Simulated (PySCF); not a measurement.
A structure optimised at B3LYP-D3(BJ)/def2-SVP, used in a PySCF frequency run:

```
C
H 1 1.0984
H 1 1.1005 2 107.62
C 1 1.5203 2 112.46 3 123.80
H 4 1.1005 1 111.59 2 179.97
H 4 1.1012 5 107.64 1 122.68
H 4 1.1045 5 108.06 6 115.93
Te 1 2.1963 2 106.39 3 -110.33
H 8 1.6732 1 92.72 2 -60.74
```
Charge 0, spin multiplicity 1.

### Question
Write its SMILES and formula.

### Answer
CC[TeH], C₂H₆Te

### Question
What are its rotational constants (standard atomic weights)?

### Answer
25.625, 2.7877, 2.6539 GHz
